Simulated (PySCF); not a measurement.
# Correlation energy of Cl²⁺ (chlorine, charge +2)

[Ne] 3s2 3p3, high-spin 4S determinant. Computed with PySCF 2.14 in def2-QZVPPD, with the non-relativistic Hamiltonian (point nucleus). Frozen: [Ne]; 5 electrons correlated.

```
  level  correlation energy (mhartree)
   CCSD                        -122.58
    (T)                          -4.01
CCSD(T)                        -126.59
```

Diagnostics: T1 = 0.0035, D1 = 0.0089, largest double amplitude 0.051.

Cost of the coupled-cluster step: about 10 core-seconds, for 5 correlated electrons.
